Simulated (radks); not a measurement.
Spherical quantum dot in the effective-mass picture: electrons in a hard-walled sphere of radius 1.62, with a point charge +1 (a donor) at the centre, all in effective atomic units (hartree* = m*/eps^2 hartree, bohr* = eps/m* bohr), one dielectric constant everywhere. Calculated with a radial shooting solver with Libxc functionals: non-relativistic Kohn-Sham, LDA (Slater exchange, Perdew-Wang correlation), spin-polarised, spherical densities. Levels are named by radial order and angular momentum (1s, 1p, 1d, 2s, ...), and open shells are averaged over m.

N = 29, configuration 1s2 1p6 1d10 2s2 1f(up 7, down 2). This is the lowest configuration that the search found. Occupied and some empty levels:

level    occupation  eigenvalue (hartree*)  <r> (bohr*)
1s up             1                 24.849       0.9807
1s down           1                 24.962       0.9754
1p up             3                 26.152        1.074
1p down           3                 26.282        1.072
1d up             5                 28.100        1.129
1d down           5                 28.238        1.128
2s up             1                 30.232       0.7184
2s down           1                 30.288       0.7209
1f up             7                 30.645        1.170
1f down           2                 30.787        1.170
1g up             0                 33.743        1.203
1g down           0                 33.888        1.203
2p up             0                 34.232       0.8435
2p down           0                 34.303       0.8434
2d up             0                 38.445       0.9212
2d down           0                 38.529       0.9207

Energy (hartree*): total 486.325, kinetic 197.72, external -29.816, Hartree 348.67, exchange-correlation -30.249.
